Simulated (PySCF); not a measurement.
Gas-phase reaction: 2 ZrCl2(OH)2 ⇌ ZrCl4 + ZrO2 + 4 H + O2

Computed with PySCF (xtb for GFN2) and rigid-rotor harmonic-oscillator thermochemistry at 1 bar. † marks an energy on the PBE0/def2-TZVP geometry and frequencies; other levels use their own. MP2 and CCSD(T) freeze the core. Open shells (unrestricted): H (multiplicity 2), O2 (multiplicity 3); the rest are closed-shell singlets. GFN2 has no spin-polarisation term. Zr: scalar-relativistic def2 core potential, no spin-orbit coupling. ZrCl2(OH)2: computed as isolated molecules; such fragments, hydroxides, amides, oligomers or adducts are transient or little studied in the gas. MP2 isn't extrapolated to the basis-set limit. CCSD(T) isn't extrapolated to the basis-set limit. Warning, large T1 diagnostic: ZrO2 (CCSD(T)/def2-TZVPP†).

```
level                ΔH°(298 K), kJ
-------------------  --------------
CCSD(T)/def2-TZVPP†            1976
GFN2-xTB                       2497
M06-2X/def2-TZVP†               [?]
MP2/def2-SVP†                   [?]
PBE/def2-SVP                    [?]
PBE/def2-TZVP†                 1836
PBE0/def2-SVP†                  [?]
PBE0/def2-TZVP                 1905
```

**Question.** Fill in the missing entries.

**Answer.** 
- M06-2X/def2-TZVP†, ΔH°(298 K), kJ: 1990
- MP2/def2-SVP†, ΔH°(298 K), kJ: 1856
- PBE/def2-SVP, ΔH°(298 K), kJ: 1850
- PBE0/def2-SVP†, ΔH°(298 K), kJ: 1927
